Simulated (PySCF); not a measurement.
C₆ coefficients of unlike pairs at HSE06

Calculated with PySCF 2.14 from the dipole response of each species, C₆(A,B) = (3/π) ∫ α_A(iu) α_B(iu) du, in atomic units, from isotropic polarisabilities. For ions this is the dispersion term alone; charge-induced terms of lower order in 1/R come first.

```
species      configuration                                                                        basis      relativity  α (bohr³)  C₆ (like pair)
     F⁺  [He] 2s2 2p4 (3P)  aug-cc-pVTZ with one added diffuse shell each of s, p, d, f type (6s5p4d3f)            none      1.832           3.422
   Tc²⁺      [Kr] 4d5 (6S)                                      aug-cc-pVDZ-PP with ECP28MDF (5s5p4d2f)  core potential      8.851           47.67
      O  [He] 2s2 2p4 (3P)                                                       def2-TZVPPD (6s4p3d1f)            none      5.393           16.12
   Ar³⁺  [Ne] 3s2 3p3 (4S)                                                     dyall-acv3z (19s12p6d4f)   spin-free X2C      3.579           9.708
```

**Question.** Estimate C₆ for Tc²⁺ with F⁺.

**Answer.** The integral gives 12.53. The combination rule 2 C_A C_B / (C_A α_B/α_A + C_B α_A/α_B) gives 12.36 and the geometric mean 12.77.

No spin-orbit coupling is included.

The other pairs:

| pair | C₆ |
| --- | --- |
| Ar³⁺, F⁺ | 5.689 |
| Ar³⁺, Tc²⁺ | 21.46 |
| Ar³⁺, O | 12.42 |
| O, F⁺ | 7.169 |
| O, Tc²⁺ | 27.65 |
